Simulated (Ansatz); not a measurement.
Cl2FH2NSi (`N[Si](F)(Cl)Cl`). The species carries charge 0 and has multiplicity 1.

```xyz
7

N    -0.985    0.044   -0.465
Si    0.517   -0.051    0.273
F     0.618   -1.118    1.440
Cl    1.903   -0.607   -1.098
Cl    0.958    1.736    1.123
H    -1.271   -0.591   -1.190
H    -1.740    0.587   -0.083
```

(1) What are the harmonic wavenumbers in cm⁻¹ at PBE0-D4/def2-TZVP (Ansatz, finite differences of forces, unscaled)? (Estimate.)

(2) Is this a minimum?

(3) Give the ideal-gas thermochemistry at 298.15 K and 1 bar (rigid rotor, harmonic oscillator; point group Cs, symmetry number 1).

Results:

(1) The calculation gave: 121, 160, 234, 273, 273, 294, 310, 512, 605, 836, 873, 980, 1569, 3628, 3729.

(2) Yes, all 15 modes are real.

(3) Zero-point energy 86.1 kJ/mol; H(298) − E = 106.9 kJ/mol; entropy 349.5 J/(mol·K), of which translation 169.9, rotation 116.9, vibration 62.6; G(298) − E = 2.7 kJ/mol.
